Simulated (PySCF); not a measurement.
Geometry:
```tsv
atom	x (Å)	y (Å)	z (Å)
N1	-1.859	2.037	0.243
C2	-1.853	0.953	-0.121
C3	-1.793	-0.416	-0.531
S4	-1.094	-1.466	0.812
Si5	0.734	-0.396	1.298
Si6	1.846	0.227	-0.637
H7	-1.173	-0.522	-1.424
H8	-2.795	-0.803	-0.724
H9	0.312	0.701	2.167
H10	1.363	-1.418	2.129
H11	3.232	0.560	-0.316
H12	1.858	-0.844	-1.640
H13	1.219	1.389	-1.273
```

Geometry: GFN2-xTB; GIAO shifts from PySCF 2.14.0 with density-fitted response routines, gas phase, non-relativistic, averaged over equivalent atoms.

At OPBE/pcseg-1 (131 basis functions, 25 s wall time on 1 thread of an Intel Xeon Platinum 8488C, shared host):
```csv
atoms,δ (ppm)
N1,275.3
C2,111.9
C3,19.4
Si5,-62.1
Si6,-126.4
H9/H10,4.97
H11/H12/H13,3.76
H7/H8,3.25
```

References, each an isolated molecule treated in the same way: NH3 for ¹⁵N (σref 268.34); ¹³C (σref 195.99) and ²⁹Si (σref 325.36) and ¹H (σref 31.85) vs TMS.

Predict the values at PBE0/pcSseg-1 on the same geometry.

Answers


```csv
atoms,δ at PBE0/pcSseg-1,change
N1,309.2,+33.9
C2,120.4,+8.5
C3,15.5,-3.9
Si5,-54.3,+7.8
Si6,-116.9,+9.5
H9/H10,4.88,-0.09
H11/H12/H13,3.70,-0.06
H7/H8,3.08,-0.17
```

Shifts are taken against calculated references (same method and geometry level): ¹⁵N (σref 267.73) against NH3; ¹³C (σref 186.93) and ²⁹Si (σref 349.16) and ¹H (σref 31.72) against TMS.

The largest change is at N1 (nitrile nitrogen). Cost: 158 basis functions, 29 s wall time on 1 thread of an Intel Xeon Platinum 8488C, shared host.

Experimental scales use liquid or dissolved standards, which lie at an offset from isolated NH3 (liquid NH3: subtract about 20 ppm). Unscaled 15N shifts of sp2 nitrogen often come out too high even then, by a few to some tens of ppm.
